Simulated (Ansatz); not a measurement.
Compare A (`COC(=N)[SiH2]F`) with its isomer B (`N[Si]1(F)COC1`).

Isolated molecules relaxed with PBE0-D4/def2-TZVP in Ansatz; ΔE leaves out vibrations. CCSD(T)/CBS adds triple-zeta CCSD(T) − MP2 to the extrapolated MP2 energy (def2 sets, frozen cores). DFT in def2-TZVPP. B3LYP here is the variant with VWN-RPA as its local correlation; programs differ in this. Each species was taken in one conformer, which may not be the lowest.

Problem. Which isomer does CCSD(T)/CBS put lower? Give the gap. (Estimate.)

Solution. Computed: B, by 17.4 kcal/mol.

Problem. Give E(B) − E(A) in kcal/mol with B3LYP-D4, PBE0-D4, PBE-D4, MP2/def2-TZVPP, r2SCAN-D4, ωB97M-V, B2PLYP. (Best estimate.)

Solution. The calculation gave: B3LYP-D4 -13.9, PBE0-D4 -18.6, PBE-D4 -15.4, MP2/def2-TZVPP -17.7, r2SCAN-D4 -16.2, ωB97M-V -18.3, B2PLYP -14.6. None reverses the order clearly.

Largest T1 diagnostic: 0.014.

In def2-TZVPP, CCSD(T) changes the Hartree–Fock value by −3.5 kcal/mol (the triples alone add +0.9 kcal/mol) and MP2 by −5.6 kcal/mol. From PBE to PBE0 (25 % exact exchange), in def2-TZVPP and without D4, E(B) − E(A) moves by −3.2 kcal/mol.
